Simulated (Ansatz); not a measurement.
Reaction R1 + R2 → P1, each structure at its B3LYP-D3(BJ)/def2-TZVP stationary point, reached from a drawn start (curvature not checked).
P1: Cl4Pb (SMILES [Cl][Pb]([Cl])([Cl])[Cl]), charge 0, multiplicity 1.
R1: Cl2Pb (SMILES [Cl][Pb][Cl]), charge 0, multiplicity 1.
R2: Cl2 (SMILES ClCl), charge 0, multiplicity 1.

P less R. No zero-point or thermal terms; no spin–orbit coupling.

Correlated levels freeze the cores. In cc and def2 sets filled d and f shells under p-block atoms count as core.

Run with Ansatz (Gaussian basis) for Hartree–Fock, density functionals and correlated methods. Each number belongs to the level named beside it. Elements past Kr take the def2 small-core potentials, without spin–orbit coupling.

Total energies in hartree:

| structure | PBE/def2-TZVPP | r2SCAN/def2-TZVPP | CCSD(T)/def2-QZVPP |
|---|---|---|---|
| P1 | -2033.138577 | -2033.826825 | -2031.087715 |
| R1 | -1113.079340 | -1113.450968 | -1111.556806 |
| R2 | -920.021287 | -920.328116 | -919.481115 |

Q: Work out the reaction energy at each level in kcal/mol (1 hartree = 627.50947 kcal/mol), and say how far PBE/def2-TZVPP lies from CCSD(T)/def2-QZVPP.

A: 
- PBE/def2-TZVPP: (-2033.138577) − (-1113.079340) − (-920.021287) = -0.037950 hartree = -23.81 kcal/mol
- r2SCAN/def2-TZVPP: (-2033.826825) − (-1113.450968) − (-920.328116) = -0.047741 hartree = -29.96 kcal/mol
- CCSD(T)/def2-QZVPP: (-2031.087715) − (-1111.556806) − (-919.481115) = -0.049794 hartree = -31.25 kcal/mol
PBE/def2-TZVPP less CCSD(T)/def2-QZVPP: 7.44 kcal/mol. CCSD(T)/def2-QZVPP is the level counted from, the highest shown, and no exact or measured value.

Ansatz is a quantum-chemistry and plane-wave program.
